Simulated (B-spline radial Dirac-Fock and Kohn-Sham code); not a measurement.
V: photoemission with Cu Kα (8047.8 eV) photons

System: atomic vanadium in the configuration [Ar] 3d3 4s2.

These are calculated numbers from a radial atomic solver; the model is a relativistic central-field model (Hartree-Slater potential of the initial state, Latter tail, multipole expansion of the photon field, Dirac-Fock thresholds). The asymmetry parameter β is from the dipole term alone. Kinetic energies are from the vacuum level. Open shells are spread statistically over j, without multiplet splitting.

```
subshell  electrons  binding (eV)  kinetic (eV)    σ (kb)     β
      1s          2        5476.7        2571.1         ?     ?
      2s          2         641.0        7406.8      1.17  2.00
   2p1/2          2         532.9        7514.9     0.212  0.73
   2p3/2          4         526.0        7521.8     0.396  0.71
      3s          2         83.42        7964.4     0.161  2.00
   3p1/2          2         51.56        7996.2    0.0263  0.69
   3p3/2          4         50.75        7997.1    0.0492  0.68
   3d3/2        1.2          9.33        8038.5  0.000152  0.30
   3d5/2        1.8          9.27        8038.5  0.000219  0.31
      4s          2          6.12        8041.7    0.0132  2.00
```

Question: What are σ and β for 1s?

Answer: σ = 16.6 kb, the largest of all subshells and 89 % of the total, and β = 2.00.
